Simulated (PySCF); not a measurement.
## Calculated data, GeH₂O₂, GeH₇NSi

Computed with PySCF 2.14.0. Calculation on a computer-drawn molecule: optimised geometry and harmonic frequencies of an isolated molecule of the commonest isotopes, restricted reference for singlets and unrestricted otherwise, frozen core in MP2; on germanium a core potential holds 10 electrons, which the energies leave out, and 3d is frozen in MP2 and coupled-cluster steps.

Common to all runs: charge 0; multiplicity 1; basis and core potential on germanium cc-pVDZ-PP ECP10MDF.

(1) GeH₂O₂

Start structure:
```xyz
5
GeH2O2
O      0.7441    -2.6768    -0.7560
Ge    -0.6263    -1.8417    -0.6206
O     -0.6687    -0.1063    -0.4423
H     -2.0582    -2.3537    -0.6206
H     -1.5257     0.2906    -0.3694
```

It was run with method MP2 and basis cc-pVDZ.

It finds rotational constants 27.87, 6.437, 5.229 GHz; total energy -444.7193 hartree; convergence status largest gradient component 3.42e-05 hartree/bohr.

Drawn bonds:
| atom | other atom | order |
| --- | --- | --- |
| 1 | 2 | 2 |
| 2 | 3 | 1 |
| 2 | 4 | 1 |
| 3 | 5 | 1 |

Optimised structure:
```xyz
5
GeH2O2
O      0.7720    -2.7116    -0.7607
Ge    -0.6245    -1.8385    -0.6204
O     -0.6446    -0.0594    -0.4380
H     -2.0774    -2.3355    -0.6179
H     -1.5603     0.2571    -0.3719
```

Modes:
| frequency (cm⁻¹) | reduced mass (dalton) |
| --- | --- |
| 247.3 | 9.532 |
| 329.8 | 1.098 |
| 481 | 1.202 |
| 724.9 | 12.07 |
| 752.4 | 1.05 |
| 938 | 1.129 |
| 1009 | 14.28 |
| 2177 | 1.021 |
| 3825 | 1.066 |

(2) GeH₇NSi

Start structure:
```xyz
10
GeH7NSi
Si    -0.1175    -0.7977    -1.2010
N     -0.6561    -1.2527     0.3589
Ge     0.3521    -2.3123     1.5390
H     -1.1171     0.1349    -1.5729
H      0.0318    -1.8153    -2.1086
H      1.1927    -0.0996    -0.9812
H     -1.6078    -1.3587     0.4360
H      0.5776    -3.7031     1.0486
H     -0.4788    -2.3472     2.7908
H      1.6347    -1.6031     1.7778
```

Settings of this run: method HF and basis cc-pV(D+d)Z.

Results for GeH₇NSi: rotational constants 24.06, 1.966, 1.899 GHz; total energy -640.8579 hartree; convergence status largest gradient component 8.674e-07 hartree/bohr.

Drawn bonds:
| atom | other atom | order |
| --- | --- | --- |
| 1 | 2 | 1 |
| 2 | 3 | 1 |
| 1 | 4 | 1 |
| 1 | 5 | 1 |
| 1 | 6 | 1 |
| 2 | 7 | 1 |
| 3 | 8 | 1 |
| 3 | 9 | 1 |
| 3 | 10 | 1 |

Optimised structure:
```xyz
10
GeH7NSi
Si    -0.1309    -0.7098    -1.1779
N     -0.6521    -1.5500     0.2352
Ge     0.3294    -2.2940     1.6088
H     -1.0289     0.4355    -1.4636
H     -0.1096    -1.5563    -2.3984
H      1.2437    -0.2171    -0.9367
H     -1.6265    -1.7986     0.2588
H      0.5476    -3.7972     1.3919
H     -0.4387    -2.0899     2.9179
H      1.6775    -1.5774     1.6514
```

Modes:
| frequency (cm⁻¹) | reduced mass (dalton) |
| --- | --- |
| 38.9 | 1.096 |
| 50.26 | 1.401 |
| 195.3 | 3.804 |
| 352.1 | 1.16 |
| 539 | 3.065 |
| 647.4 | 1.11 |
| 687.7 | 1.105 |
| 769.7 | 1.207 |
| 844.6 | 1.498 |
| 897.9 | 1.797 |
| 945.8 | 1.043 |
| 971.3 | 1.049 |
| 998 | 1.319 |
| 1017 | 1.093 |
| 1054 | 1.062 |
| 1081 | 1.074 |
| 1299 | 1.295 |
| 2205 | 1.023 |
| 2231 | 1.021 |
| 2255 | 1.015 |
| 2273 | 1.049 |
| 2298 | 1.042 |
| 2319 | 1.029 |
| 3771 | 1.075 |
